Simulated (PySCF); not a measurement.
## Excitation energy of Mg by level of theory

Mg [Ne] 3s2 (1S) → Mg [Ne] 3s1 3d1 (3D), as a difference of total energies. All numbers are calculated (PySCF 2.14, the spin-free X2C one-electron Hamiltonian (Gaussian nucleus), in x2c-QZVPPall with one added diffuse shell each of s, p, d, f type (10s7p6d3f, 82 functions)). Correlated levels: valence: [Ne] frozen. The calculations carry no spin-orbit coupling.

**Question.** Order these methods by the excitation energy they give, lowest first.
A. CCSD (valence)
B. MP2 (valence)
C. UHF
D. SCS-MP2 (valence)

**Answer.** C (40624 cm⁻¹), B (45535 cm⁻¹), D (46758 cm⁻¹), A (47485 cm⁻¹).

Errors of the correlated levels include the incompleteness of this basis and the frozen core.

With two correlated electrons CCSD is exact in that space.

For comparison: 47957 cm⁻¹ (measured; NIST levels, between the centres of gravity of the two terms).
